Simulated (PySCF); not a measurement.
Symmetry of computed structures. Level of theory: PBE0/pcSseg-1 in PySCF (dipole) on a GFN2-xTB geometry, gas phase. The symmetry is that of the one conformer found, every atom within 0.08 Å of its image; none is proved a minimum here.

Problem. Point group, rotor type and polarity of `[CH3:1][CH2:2][c:3]1[cH:4][cH:5][cH:6][cH:7][n:8]1` with C1–C2–C3–C4 -85°?

Solution. C1; asymmetric top; symmetry number 1; this conformer is chiral (no improper operation); dipole 1.85 D; A, B, C = 4684, 1552, 1287 MHz.

Problem. What symmetry has `[CH2:1]=[CH:2][P:3]1(=[S:4])[CH2:5][CH2:6][S:7][CH2:8][CH2:9]1` with C1–C2–P3–S4 0°, C2–P3–C5–C6 -169°, P3–C5–C6–S7 70°, C5–C6–S7–C8 -66°, C6–S7–C8–C9 66°?

Solution. Cs; near-prolate asymmetric top; symmetry number 1; 2 operations, which sort the 20 atoms into 14 sets; dipole 3.45 D, in the ab plane, which is the mirror.

Problem. `[SiH3:1][P:2]([SiH3:3])[SiH2:4][SH:5]` with Si1–P2–Si4–S5 53°, P2–Si4–S5–H 180°, H–Si1–P2–Si3 52° (nearest H), H–Si3–P2–Si1 -51° (nearest H): symmetry, top, dipole?

Solution. Cs; asymmetric top; symmetry number 1; 2 operations, which sort the 14 atoms into 9 sets; dipole 0.44 D, in the ac plane, which is the mirror; A, B, C = 1660, 1069, 889.7 MHz.
